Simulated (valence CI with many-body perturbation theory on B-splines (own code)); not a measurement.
**Hyperfine factors and g values of Nd11+**

Computed by relativistic CI+MBPT: three valence electrons over a frozen Dirac-Fock core [Kr] 4d10, radial functions for each j: 7 s, 7 p, 7 d, 7 f, 4 g, 2 h, with the one-electron correlation potential Σ1, the two-electron term Σ2, the three-electron term Σ3, Breit, model QED; selected CI, second order for the rest, scaled by the run's own slope (own B-spline code, finite nucleus).

No measured spectrum was set against this ion. As an estimate, terms of the open shell hold to a few per cent of their energy, and close levels can change places; configurations with another count of f electrons can be misplaced by thousands of cm⁻¹.

A/g_I is the dipole constant over the nuclear g factor μ/I (μ in nuclear magnetons, uniformly magnetised nucleus), B/Q the quadrupole constant per barn. Both hold the static response of the core; the bare values leave it out. Large factors of s and p1/2 electrons are usually good to 5 to 10 %; those of open d and f shells near neutrality can be off by tens of per cent, and small factors of p3/2, d and f electrons come from cancelling terms and can be off by a factor of two or in sign, in half-filled shells by more. B is blank for J = 1/2, where it vanishes, and for nearly pure S terms. Energies count from the lowest level.

Names give the largest LS component (configuration and term), which can be under half, so a name can repeat, a term be missing and a line seem to break the LS rules; names also repeat where a configuration has a term twice. Letters in brackets count levels of one name in rising energy.

```csv
Level,E (cm⁻¹),g,A/g_I (MHz),A/g_I bare,B/Q (MHz/b),B/Q bare
4f 5s2 2F°_5/2,0.0,0.856,882,890,1260,1030
4f 5s2 2F°_7/2,4204,1.142,497,643,1470,1170
5s2 5p 2P°_1/2,52963,0.665,30400,28400,,
5s2 5p 2P°_3/2,98336,1.334,4390,3840,8600,7770
4f2 5s 4H_7/2,123410,0.669,-9990,-9310,1140,906
4f2 5s 4H_9/2,125020,0.969,2560,2480,1130,885
4f2 5s 4H_11/2,127210,1.132,6450,6170,1260,974
4f2 5s 4H_13/2,129720,1.230,8000,7660,1460,1130
4f2 5s 4F_3/2,130850,0.404,-18700,-17600,-262,-205
4f2 5s 4F_5/2,131860,1.028,4720,4480,-263,-212
4f2 5s 4F_7/2,133180,1.228,8840,8440,-318,-261
4f2 5s 4F_9/2,134020,1.269,10400,9970,-227,-190
4f2 5s 2H_9/2,136190,0.964,2320,2250,1110,885
4f2 5s 2G_7/2,139150,0.911,-8610,-7900,232,186
4f2 5s 2H_11/2,140470,1.090,-4090,-3610,1460,1150
4f2 5s 2G_9/2,140790,1.118,11100,10400,311,250
4f2 5s 2F_5/2,143080,0.871,2470,2300,-438,-348
4f2 5s 2F_7/2,146610,1.124,-6600,-5890,-423,-343
4f 5s 5p 4G_5/2,149290,0.759,-3820,-3490,-408,-492
4f2 5s 2D_5/2,152490,1.252,19900,18700,-794,-626
4f2 5s 2D_3/2,152810,0.845,-17900,-16600,-513,-404
4f 5s 5p 4F_7/2 [a],154030,1.148,6540,6220,-1890,-1870
4f2 5s 4P_1/2,155760,2.660,59900,56700,,
4f 5s 5p 4F_3/2,156690,0.908,-7270,-6540,-847,-838
4f2 5s 4P_3/2,157000,1.300,9200,8850,-73.6,-134
4f2 5s 4P_5/2,158650,1.497,18500,17600,-676,-516
4f 5s 5p 2F_7/2 [a],158650,1.148,14900,14000,-2480,-2360
4f2 5s 2I_13/2,159190,1.076,8200,7730,2860,2250
4f2 5s 2I_11/2,159250,0.923,-6980,-6380,2750,2160
4f 5s 5p 4F_5/2,159360,1.062,-2200,-1800,1470,1250
4f 5s 5p 4F_9/2,162000,1.242,13400,12600,-5810,-5410
4f2 5s 2P_1/2,167290,0.678,6140,5290,,
4f 5s 5p 2F_5/2 [a],167440,0.916,-2190,-1920,753,562
4f2 5s 2P_3/2,168840,1.323,-12600,-11300,-859,-683
4f 5s 5p 2G_7/2 [a],170980,1.054,944,1030,3550,3060
4f 5s 5p 4F_7/2 [b],192670,1.156,11800,11000,2910,2580
4f 5s 5p 4G_9/2,193660,1.242,10700,10100,5660,5000
4f 5s 5p 4D_5/2,195320,1.146,9760,9070,-1840,-1660
4f2 5s 2S_1/2,197250,2.030,99400,92500,,
4f 5s 5p 4G_11/2,198920,1.272,10900,10200,9740,8600
```

(1) Take the isotope of mass number 145, with I = 7/2, μ = -0.656 μN and Q = -0.314 b. What is the hyperfine structure of 4f 5s2 2F°_7/2?

## Answers

(1) From the table A = -93.2 MHz, B = -461 MHz. Shifts from the centre of gravity in MHz: F = 0: 1220, F = 1: 1170, F = 2: 1070, F = 3: 897, F = 4: 618, F = 5: 199, F = 6: -407, F = 7: -1260.
